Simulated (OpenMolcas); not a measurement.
Computed levels of 5d3 in ions with 71 electrons, in cm-1 above 4F 3/2.

| Quantity | Value |
| --- | --- |
| Program | OpenMolcas |
| Method | SS-RASPT2, IPEA 0.25 Eh, imaginary shift 0.1 Eh |
| Basis | ANO-RCC-VTZP |
| Scalar Hamiltonian | DKH2, point nucleus |
| Spin-orbit coupling | RASSI with atomic mean-field integrals over the reference wave functions, term energies averaged over their components |

Active space for each ion: 9 electrons in 8 orbitals (RAS1 5p, at most 2 holes; RAS2 5d); closed shells correlated by CASPT2: 5s.

| Level | Re4+ | Os5+ | Pt7+ |
| --- | --- | --- | --- |
| 4F 5/2 | 5140 | 6800 | 10830 |
| 4F 7/2 | 9460 | 12050 | 18010 |
| 4P 1/2 | 14970 | 17480 | 23010 |
| 2G 7/2 | 20130 | 23950 | 33220 |
| 2H 9/2 | 21110 | 25140 | 35050 |
| 4P 5/2 | 22050 | 25970 | 34770 |
| 2P 1/2 | 24750 | 30000 | 41570 |
| 2H 11/2 | 28570 | 33520 | 45190 |
| 2D 5/2(1) | 30750 | 36410 | 49170 |

**Question.** Estimate 4F 7/2, 4P 1/2, 2G 7/2 for Ir6+ from its neighbours Os5+ and Pt7+.

**Answer.** 4F 7/2 is fine structure, which grows about as the fourth power of a screened charge, so the fourth roots are averaged: ((12050^0.25 + 18010^0.25) / 2)^4 = 14806. The calculation gives 15020, so the estimate is off by -1.4 %.
4P 1/2 is another term, which grows about linearly with the charge: (17480 + 23010) / 2 = 20245. The calculation gives 20160, so the estimate is off by +0.4 %.
2G 7/2 is another term, which grows about linearly with the charge: (23950 + 33220) / 2 = 28585. The calculation gives 28510, so the estimate is off by +0.3 %.

Mixed levels, with the weight of the term that names them: Re4+ 4P 1/2 (64 %), Re4+ 2H 9/2 (56 %), Re4+ 2P 1/2 (64 %), Os5+ 4P 1/2 (66 %), Os5+ 2H 9/2 (56 %), Os5+ 2P 1/2 (66 %), Ir6+ 4P 1/2 (67 %), Ir6+ 2H 9/2 (55 %), Ir6+ 2P 1/2 (67 %), Pt7+ 4F 3/2 (75 %), Pt7+ 4P 1/2 (67 %), Pt7+ 2G 7/2 (73 %), Pt7+ 2H 9/2 (53 %), Pt7+ 2P 1/2 (67 %).

Term energies are means over components that CASPT2 splits; among the terms shown or strongly mixed into the levels shown the widest spread is 180 cm-1 (5d3 4F, Pt7+). Active for correlation alone: 5p; no level in the range computed is led by a configuration that opens it, so any true level of that kind is missing. Levels of configurations outside the active space are missing.

A number in round brackets counts repeated terms of one configuration in the order of the reference energies.
